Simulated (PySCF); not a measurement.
# Stationary points of NbO₂⁺

These are results of PBE0/[Nb def2-TZVP with ECP28, O def2-TZVP], scalar-relativistic core potentials, density fitting, no spin–orbit coupling, PySCF, not measurements.

Relaxations began from a few typed shapes. The search is not exhaustive: other isomers or separated fragments can lie lower, and high-lying points may rest on an excited occupation.

**Question.** Which is the lowest minimum found?
A. singlet (closed shell, unstable to spin polarisation) C2v: Nb–O 1.826 Å (×2), O–O 1.433 Å; Nb–O–O 66.9° (×2), O–Nb–O 46.2°
B. singlet C2v: Nb–O 1.663 Å (×2); O–Nb–O 103.3°

**Answer.** B. The others lie at 469.4 (singlet C2v) kJ/mol above it.

Formally Nb is in oxidation state +5, d0. A d0 centre has no lone pair, yet it is C2v rather than linear: covalent bonding through the d orbitals favours lower symmetry. The polar-tensor charge on Nb, 2.20, is far below the formal one.
